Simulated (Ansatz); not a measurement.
Consider the redistribution: `[F][Zn][CH2]Cl` + `FC[SiH2]Br` → `F[CH2][Zn][F]` + `ClC[SiH2]Br`.

Program: Ansatz. Geometries: PBE0-D4/def2-TZVP. ΔE: electronic, gas phase. CBS: MP2 limit from def2 TZ/QZ plus the TZ coupled-cluster correction, frozen cores. DFT in def2-TZVPP. For Br, Zn outer-core shells are correlated without core-valence functions, which leaves a few kJ/mol of doubt a bond. Scalar relativity is left out up to krypton. One conformer a species, not always the lowest.

`[F][Zn][CH2]Cl`:

Cartesian coordinates in Å:
```
F -2.124 1.509 -1.440
Zn -0.819 0.672 -0.632
C 0.600 -0.266 0.272
Cl -0.116 -1.550 1.296
H 1.176 0.386 0.927
H 1.284 -0.751 -0.423
```

`FC[SiH2]Br`:

Z-matrix (Å, degrees):
```
C
Si 1 1.889
F 1 1.390 2 109.1
H 1 1.095 2 111.1 3 -119.8
H 1 1.095 2 111.1 3 119.8
Br 2 2.222 1 106.6 3 180.0
H 2 1.480 1 111.0 3 61.9
H 2 1.480 1 111.0 3 -61.9
```

`F[CH2][Zn][F]`:

Cartesian coordinates in Å:
```
F -0.213 1.722 -0.139
C 0.013 0.516 0.516
Zn 0.001 -0.948 -0.763
F -0.010 -2.265 -1.916
H 0.975 0.585 1.031
H -0.767 0.389 1.271
```

`ClC[SiH2]Br`:

Z-matrix (Å, degrees):
```
C
Si 1 1.876
Cl 1 1.780 2 110.8
H 1 1.092 2 110.1 3 119.3
H 1 1.090 2 111.5 3 -120.4
Br 2 2.214 1 109.7 3 65.6
H 2 1.484 1 109.0 3 -176.3
H 2 1.479 1 110.2 3 -54.1
```

```json
{"level": "PBE0-D4", "ΔE (kcal/mol)": "0.4"}
{"level": "PBE", "ΔE (kcal/mol)": "0.5"}
{"level": "r2SCAN", "ΔE (kcal/mol)": "0.7"}
{"level": "PBE0", "ΔE (kcal/mol)": "0.8"}
{"level": "CCSD/def2-TZVPP", "ΔE (kcal/mol)": "1.0"}
{"level": "HF/def2-QZVPP", "ΔE (kcal/mol)": "2.1"}
{"level": "MP2/def2-QZVPP", "ΔE (kcal/mol)": "0.5"}
{"level": "MP2/CBS(def2)", "ΔE (kcal/mol)": "0.4"}
```

(1) What does CCSD(T)/CBS give? (An estimate is asked.)

Largest T1 diagnostic among the species: 0.016.

Results:

(1) The calculation gave: +0.8 kcal/mol. The listed levels differ from it by -0.4, -0.3, -0.1, 0.0, 0.2, 1.3, -0.3, -0.4 kcal/mol.

The D4 term adds −0.7 kcal/mol with B3LYP and −0.4 kcal/mol with PBE0; it sums over pairs of atoms, weighted by their polarisabilities, and B3LYP, whose exchange is more repulsive, gets the larger term. In def2-TZVPP, CCSD(T) changes the Hartree–Fock value by −1.2 kcal/mol (the triples alone add −0.1 kcal/mol) and MP2 by −1.5 kcal/mol.

B3LYP here is the variant with VWN-RPA as its local correlation; programs differ in this.
